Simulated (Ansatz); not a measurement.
Reaction (redistribution): `N[SiH2]O[Si](N)(O)O` + `C[SeH]` → `N[SiH2][SeH]` + `CO[Si](N)(O)O`

Computed with Ansatz on PBE0-D4/def2-TZVP structures; ΔE is electronic, products minus reactants. CCSD(T)/CBS is the MP2 limit (def2-TZVPP, def2-QZVPP) plus CCSD(T) − MP2 in def2-TZVPP, frozen cores. Functionals use def2-TZVPP. B3LYP here is the variant with VWN-RPA as its local correlation; programs differ in this. For Se outer-core shells are correlated without core-valence functions, which leaves a few kJ/mol of doubt a bond. Scalar relativity is left out up to krypton. Each species was taken in one conformer, which may not be the lowest.

`N[SiH2]O[Si](N)(O)O`:

```xyz
15

N     2.064    0.508    0.141
Si    1.331   -0.215   -1.252
O    -0.295   -0.221   -1.097
Si   -1.268    0.084    0.190
N    -1.199   -1.292    1.193
O    -2.786    0.377   -0.327
O    -0.733    1.404    0.989
H     2.741    1.241   -0.005
H     2.346   -0.083    0.908
H     1.712    0.620   -2.416
H     1.777   -1.620   -1.431
H    -1.379   -2.195    0.783
H    -1.615   -1.234    2.110
H    -2.930    1.199   -0.799
H     0.234    1.427    1.013
```

`C[SeH]`:

```xyz
6

C     0.204   -0.410    0.298
Se    0.139    0.807   -1.223
H     0.343    0.143    1.224
H     1.066   -1.054    0.130
H    -0.697   -1.018    0.340
H    -1.054    1.531   -0.769
```

`N[SiH2][SeH]`:

Z-matrix (Å, degrees):
```
Si
Se 1 2.293
N 1 1.711 2 117.9
H 1 1.482 2 101.7 3 -119.9
H 1 1.482 2 109.2 3 121.1
H 2 1.469 1 93.5 3 -67.4
H 3 1.008 1 119.2 2 85.2
H 3 1.008 1 120.2 2 -57.6
```

`CO[Si](N)(O)O`:

Cartesian coordinates in Å:
```
C 0.322 1.678 -1.010
O -0.147 0.354 -1.105
Si -0.047 -0.743 0.102
N -0.981 -0.498 1.497
O 1.531 -0.728 0.546
O -0.593 -2.140 -0.543
H 1.391 1.705 -0.774
H -0.222 2.239 -0.241
H 0.162 2.169 -1.971
H -1.969 -0.688 1.502
H -0.715 0.161 2.207
H 1.767 -1.295 1.282
H -0.498 -2.216 -1.494
```

```json
{"level": "B3LYP-D4", "ΔE (eV)": "1.11"}
{"level": "PBE", "ΔE (eV)": "0.96"}
{"level": "HF/def2-TZVPP", "ΔE (eV)": "1.09"}
{"level": "CCSD(T)/def2-TZVPP", "ΔE (eV)": "1.17"}
```

Question: What does CCSD(T)/CBS give? (Estimate.)

Answer: Ansatz gave: +1.13 eV. The listed levels differ from it by -0.02, -0.17, -0.04, 0.04 eV.

Largest T1 diagnostic among the species: 0.011.

The D4 term adds +0.05 eV with B3LYP and +0.03 eV with PBE0; it sums over pairs of atoms, weighted by their polarisabilities, and B3LYP, whose exchange is more repulsive, gets the larger term. In def2-TZVPP, CCSD(T) changes the Hartree–Fock value by +0.08 eV (the triples alone add +0.01 eV) and MP2 by +0.11 eV.
